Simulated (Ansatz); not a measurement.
Relaxation of Cl₂HOZn (5 atoms, charge 0, multiplicity 2), to a largest force component of 0.03 eV/Å in at most 50 steps.

Level of theory: UHF/def2-SVP (Ansatz 0.2.0).

```xyz
5
Properties=species:S:1:pos:R:3
Zn 0.045 0.071 -0.462
Cl 0.006 0.010 2.983
Cl -0.023 -0.035 -2.650
O -0.025 -0.039 4.612
H -0.518 -0.807 4.864
```

Question: Where does it end, and by what steps?

Answer: The run converged. The force dipped under the threshold on the way, but the program's further checks kept it going. After 48 steps the energy has fallen by 0.256 eV; Cl3 moved furthest, 2.12 Å.

```csv
step,energy less start (eV),largest force component (eV/Å),accepted
0,0.0000,1.349,yes
2,-0.0516,0.098,yes
4,-0.0562,0.050,yes
6,-0.0590,0.225,yes
8,-0.0627,0.069,yes
10,-0.0640,0.105,yes
12,-0.0667,0.172,yes
14,-0.0690,0.324,yes
16,-0.0741,0.132,yes
18,-0.0667,0.763,no
20,-0.0791,0.315,yes
22,-0.0831,0.024,yes
24,-0.0753,0.772,no
26,-0.0876,0.204,yes
28,-0.0913,0.245,yes
30,-0.0970,0.283,yes
32,-0.1026,0.206,yes
34,-0.1068,0.179,yes
36,-0.1114,0.324,yes
38,-0.1280,0.109,yes
40,-0.1596,0.164,yes
42,-0.2135,0.081,yes
44,-0.2483,0.290,yes
46,-0.2544,0.083,yes
48,-0.2562,0.009,yes
```

```xyz
5
Properties=species:S:1:pos:R:3
Zn 0.610 0.951 0.651
Cl -0.922 -1.436 2.972
Cl -0.364 -0.568 -0.624
O -0.027 -0.041 2.742
H 0.187 0.293 3.606
```

Whether the end is a true minimum wasn't checked by a vibrational analysis.

Run time: 2 min on 2 threads of Arm Neoverse N1, on a shared host, peak memory 0.25 GiB.
